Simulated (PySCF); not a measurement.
BCl2, SMILES Cl[B]Cl, multiplicity 2.

The structure is a stationary point at r2SCAN-D4/def2-TZVP. The isomer is the one that the SMILES or the coordinates give; other isomers of the formula were not compared.

The numbers are results of PBE/def2-TZVPD (PySCF), not measurements.

The molecule is in vacuum.

Computed frontier levels, dipole moment and polarisability:
The α spin, highest occupied and lowest empty level comes out as -5.21 and -3.04 eV and the β spin, highest occupied and lowest empty level is -8.22 and -3.06 eV. The dipole moment is 0.35 D and the quadrupole, principal values (traceless, Buckingham form, about the centre of nuclear charge) is -2.03, 0.92, 1.11 D·Å. The mean static polarisability is 47.0 bohr³ (6.96 Å³) and the polarisability, principal values is 36.3, 42.2, 62.4 bohr³. The ⟨S²⟩ is 0.753 (pure state 0.75).
